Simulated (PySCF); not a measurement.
Sc (scandium, neutral): UHF calculation

Configuration: [Ar] 3d1 4s2, 2D determinant. Calculation: PySCF 2.14, in aug-cc-pVDZ; the non-relativistic Hamiltonian (point nucleus).

```
Total energy                                                  : -759.738039 hartree
One-electron energy                                           : -1040.0724 hartree
Hartree (Coulomb) energy                                      : 318.3788 hartree
Exchange energy                                               : -38.0445 hartree
Kinetic energy                                                : 759.66432 hartree
⟨S²⟩                                                          : 0.7620
⟨L²⟩                                                          : 6.052
Sum of ⟨r⟩                                                    : 21.47 bohr
Sum of ⟨r²⟩                                                   : 53.10 bohr²
Traceless quadrupole moment −½Σ⟨3z² − r²⟩ along its main axis : 0.187 e·bohr²
Density at the nucleus (Gaussians lack the cusp)              : 6140 bohr⁻³
Spin density at the nucleus                                   : 0.131 bohr⁻³
Langevin diamagnetic susceptibility                           : -42.1 ×10⁻⁶ cm³/mol
Time after the integrals                                      : 0.37 s of wall time on 1 thread of Intel(R) Xeon(R) Platinum 8375C CPU @ 2.90GHz (shared host)
```

```tsv
shell	electrons	mean orbital energy (hartree)	spread (hartree)	rms radius, mean of both spins (bohr)
1s α	1	-165.90720	0	0.0852
1s β	1	-165.90715	0	0.0852
2s α	1	-19.09322	0	0.373
2s β	1	-19.08017	0	0.373
2p α	3	-15.68101	0.00286	0.341
2p β	3	-15.66802	0.01843	0.341
3s α	1	-2.59678	0	1.16
3s β	1	-2.54213	0	1.16
3p α	3	-1.61052	0.03620	1.28
3p β	3	-1.54202	0.05355	1.28
3d α	1	-0.35124	0	1.90
4s α	1	-0.21632	0	4.25
4s β	1	-0.20473	0	4.25
```
